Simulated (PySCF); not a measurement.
PySCF job for Sn(H)2(F)(vinyl) (C₂H₅FSn), SMILES C=[CH][SnH2][F], TDA-PBE/def2-SVPD. Coordinates come from a PBE0-D3(BJ)/def2-SVP optimisation. The def2 effective core potentials stand for the cores of Sn; spin–orbit coupling is left out. Other conformers were not sampled.

```python
import numpy as np
from pyscf import gto, scf, dft, tdscf

mol = gto.M(
    atom='''
    Sn    0.43374071    0.13723552   -0.10782282
    F     0.69993639    0.33206741    1.81301337
    C    -1.65903259   -0.04504449   -0.42548027
    C    -2.20177652   -1.20361243   -0.81022698
    H     1.22567384   -1.32186547   -0.52633800
    H     1.13832132    1.55159514   -0.76309282
    H    -2.30290640    0.82850427   -0.27014707
    H    -3.28030788   -1.30973129   -0.97850449
    H    -1.60238910   -2.10694383   -0.97365309
    ''',
    basis='def2-SVPD',
    ecp={'Sn': 'def2-svp'},
    charge=0,
    spin=0,
    max_memory=1600,
    verbose=4,
)
mf = dft.RKS(mol, xc='pbe').density_fit(auxbasis='def2-universal-jkfit')
mf.grids.level = 3
mf.conv_tol = 1e-9
mf.max_cycle = 100
mf.kernel()
mf.grids = dft.Grids(mol).set(level=1).build(with_non0tab=True)  # coarser grid for the response kernel
td = tdscf.TDA(mf)
td.singlet = True
td.nstates = 10
td.conv_tol = 1e-4
td.positive_eig_threshold = 1e-6
td.kernel(x0=td.get_init_guess(mf, 15))
td.analyze()
tt = tdscf.TDA(mf)
tt.singlet = False
tt.nstates = 4
tt.conv_tol = 1e-4
tt.positive_eig_threshold = 1e-6
tt.kernel(x0=tt.get_init_guess(mf, 9))
tt.analyze(verbose=3)
```

Log of the run:

```
PySCF version 2.14.0

[INPUT] verbose = 4
[INPUT] num. atoms = 9
[INPUT] num. electrons = 48
[INPUT] charge = 0
[INPUT] spin (= nelec alpha-beta = 2S) = 0
[INPUT] symmetry False subgroup None
[INPUT] Mole.unit = angstrom
[INPUT] Symbol           X                Y                Z      unit          X                Y                Z       unit  Magmom
[INPUT]  1 Sn     0.433740710000   0.137235520000  -0.107822820000 AA    0.819651150974   0.259337547362  -0.203755599778 Bohr   0.0
[INPUT]  2 F      0.699936390000   0.332067410000   1.813013370000 AA    1.322688081717   0.627516459794   3.426098729475 Bohr   0.0
[INPUT]  3 C     -1.659032590000  -0.045044490000  -0.425480270000 AA   -3.135117226828  -0.085121749521  -0.804041181706 Bohr   0.0
[INPUT]  4 C     -2.201776520000  -1.203612430000  -0.810226980000 AA   -4.160754610298  -2.274497852822  -1.531107090933 Bohr   0.0
[INPUT]  5 H      1.225673840000  -1.321865470000  -0.526338000000 AA    2.316187875644  -2.497963711819  -0.994634668951 Bohr   0.0
[INPUT]  6 H      1.138321320000   1.551595140000  -0.763092820000 AA    2.151115536553   2.932089870806  -1.442036437422 Bohr   0.0
[INPUT]  7 H     -2.302906400000   0.828504270000  -0.270147070000 AA   -4.351862386508   1.565646163333  -0.510503975654 Bohr   0.0
[INPUT]  8 H     -3.280307880000  -1.309731290000  -0.978504490000 AA   -6.198883497453  -2.475033434873  -1.849105497757 Bohr   0.0
[INPUT]  9 H     -1.602389100000  -2.106943830000  -0.973653090000 AA   -3.028076543988  -3.981546798542  -1.839937680436 Bohr   0.0

nuclear repulsion = 188.737301242791
number of shells = 57
number of NR pGTOs = 210
number of NR cGTOs = 135
basis = def2-SVPD
ecp = {'Sn': 'def2-svp'}


[settings echo left out]
init E= -369.763989427434
  HOMO = -0.670075077392198  LUMO = -0.61782282260155  gap/eV = 1.42186
cycle= 1 E= -390.194838045738  delta_E= -20.4  |g|= 3.31  |ddm|= 16.8
  HOMO = 0.023493392957145  LUMO = 0.0395238106197394  gap/eV = 0.43621
cycle= 2 E= -303.499068159457  delta_E= 86.7  |g|=   11  |ddm|= 68.9
  HOMO = -0.227572724934739  LUMO = -0.180069949727397  gap/eV = 1.29262
cycle= 3 E= -392.304450664297  delta_E= -88.8  |g|= 1.54  |ddm|= 68.5
  HOMO = -0.119111149623588  LUMO = -0.112129332391725  gap/eV = 0.18998
cycle= 4 E= -387.653346751572  delta_E= 4.65  |g|= 4.15  |ddm|= 4.92
  HOMO = -0.25056654906077  LUMO = -0.0804852295765031  gap/eV = 4.62815
cycle= 5 E= -392.909161758876  delta_E= -5.26  |g|= 0.55  |ddm|= 3.96
  HOMO = -0.266475588547301  LUMO = -0.0652573412168538  gap/eV = 5.47543
cycle= 6 E= -392.793411152736  delta_E= 0.116  |g|= 0.837  |ddm|= 1.84
  HOMO = -0.262045849447187  LUMO = -0.0730144389085297  gap/eV = 5.14381
cycle= 7 E= -392.99565299492  delta_E= -0.202  |g|= 0.125  |ddm|= 1.11
  HOMO = -0.275847220590899  LUMO = -0.0827075204206658  gap/eV = 5.25560
cycle= 8 E= -393.000051708448  delta_E= -0.0044  |g|= 0.0575  |ddm|= 0.36
  HOMO = -0.270094913968379  LUMO = -0.0765055524926446  gap/eV = 5.26783
cycle= 9 E= -393.001035548015  delta_E= -0.000984  |g|= 0.0172  |ddm|= 0.0983
  HOMO = -0.271163894071587  LUMO = -0.0771545734236021  gap/eV = 5.27926
cycle= 10 E= -393.001103014415  delta_E= -6.75e-05  |g|= 0.00227  |ddm|= 0.0249
  HOMO = -0.271188409888374  LUMO = -0.077111935639234  gap/eV = 5.28109
cycle= 11 E= -393.001104630418  delta_E= -1.62e-06  |g|= 0.001  |ddm|= 0.00631
  HOMO = -0.271207536025153  LUMO = -0.077120087916434  gap/eV = 5.28139
cycle= 12 E= -393.001104960125  delta_E= -3.3e-07  |g|= 0.000266  |ddm|= 0.00222
  HOMO = -0.271196360443664  LUMO = -0.0771109399328616  gap/eV = 5.28133
cycle= 13 E= -393.001104983087  delta_E= -2.3e-08  |g|= 2.68e-05  |ddm|= 0.00065
  HOMO = -0.271198435762974  LUMO = -0.0771134703254077  gap/eV = 5.28132
cycle= 14 E= -393.001104983318  delta_E= -2.31e-10  |g|= 7.56e-06  |ddm|= 8.34e-05
  HOMO = -0.271198054809573  LUMO = -0.0771134267435869  gap/eV = 5.28131
Extra cycle  E= -393.001104983298  delta_E= 2e-11  |g|= 1.28e-05  |ddm|= 3.34e-05
converged SCF energy = -393.001104983298
tot grids = 36048
Overwritten attributes  positive_eig_threshold  of <class 'pyscf.tdscf.rks.TDA'>


******** <class 'pyscf.tdscf.rks.TDA'> for <class 'pyscf.df.df_jk.DFRKS'> ********
nstates = 10 singlet
deg_eia_thresh = 1.000e-03
wfnsym = None
conv_tol = 0.0001
eigh lindep = 1e-12
eigh level_shift = 0
eigh max_cycle = 100


Excitation energies (eV)
[5.46615154 5.7182179  6.2102597  6.57075599 6.66763424 6.71039298
 6.9406212  6.9694848  7.04913837 7.17942094]

** Singlet excitation energies and oscillator strengths **
Excited State   1:      5.46615 eV    226.82 nm  f=0.0003
      24 -> 25       -0.70080
Excited State   2:      5.71822 eV    216.82 nm  f=0.0042
      22 -> 25        0.67507
      23 -> 25        0.20041
Excited State   3:      6.21026 eV    199.64 nm  f=0.0503
      22 -> 25       -0.16497
      23 -> 25        0.44614
      23 -> 26        0.42518
      23 -> 27        0.22099
      24 -> 26       -0.16011
Excited State   4:      6.57076 eV    188.69 nm  f=0.0008
      21 -> 25       -0.51181
      23 -> 26       -0.25615
      23 -> 27        0.13260
      24 -> 26       -0.33393
      24 -> 27       -0.18886
Excited State   5:      6.66763 eV    185.95 nm  f=0.0326
      22 -> 26       -0.10416
      23 -> 25       -0.15347
      23 -> 26        0.30831
      23 -> 27       -0.46542
      24 -> 26       -0.26394
      24 -> 27       -0.26462
Excited State   6:      6.71039 eV    184.76 nm  f=0.0175
      21 -> 25        0.47503
      23 -> 26       -0.20204
      23 -> 27        0.17564
      24 -> 26       -0.37058
      24 -> 27       -0.20651
Excited State   7:      6.94062 eV    178.64 nm  f=0.0008
      20 -> 25        0.68224
Excited State   8:      6.96948 eV    177.90 nm  f=0.0679
      22 -> 26       -0.20334
      22 -> 27       -0.14194
      24 -> 26       -0.26222
      24 -> 27        0.51100
      24 -> 28        0.27503
Excited State   9:      7.04914 eV    175.89 nm  f=0.0420
      22 -> 26        0.54055
      22 -> 27        0.32589
      23 -> 26        0.11284
      24 -> 26       -0.11582
      24 -> 27        0.12392
      24 -> 28        0.15968
Excited State  10:      7.17942 eV    172.69 nm  f=0.0123
      23 -> 28        0.68745
      24 -> 28       -0.10004

** Transition electric dipole moments (AU) **
state          X           Y           Z        Dip. S.      Osc.
  1        -0.0039      0.0434     -0.0203      0.0023      0.0003
  2         0.1554      0.0511      0.0539      0.0297      0.0042
  3         0.4421      0.2899      0.2254      0.3303      0.0503
  4        -0.0593      0.0316      0.0195      0.0049      0.0008
  5        -0.3634     -0.2584      0.0277      0.1996      0.0326
  6        -0.2987      0.0129      0.1309      0.1065      0.0175
  7         0.0103     -0.0659     -0.0070      0.0045      0.0008
  8        -0.6120     -0.1483     -0.0342      0.3978      0.0679
  9        -0.2996     -0.3915      0.0131      0.2432      0.0420
 10        -0.0229     -0.0436      0.2603      0.0702      0.0123

WARN: ECP detected. Skipping calculation of transition velocity and magnetic dipole moments, which have not yet been implemented.



******** <class 'pyscf.tdscf.rks.TDA'> for <class 'pyscf.df.df_jk.DFRKS'> ********
nstates = 4 triplet
deg_eia_thresh = 1.000e-03
wfnsym = None
conv_tol = 0.0001
eigh lindep = 1e-12
eigh level_shift = 0
eigh max_cycle = 100


Excitation energies (eV)
[4.35524204 5.04461685 5.5738921  6.07209144]

** Triplet excitation energies and oscillator strengths **
Excited State   1:      4.35524 eV    284.68 nm  f=0.0000
Excited State   2:      5.04462 eV    245.78 nm  f=0.0000
Excited State   3:      5.57389 eV    222.44 nm  f=0.0000
Excited State   4:      6.07209 eV    204.19 nm  f=0.0000
```

The calculation finished and met its thresholds.
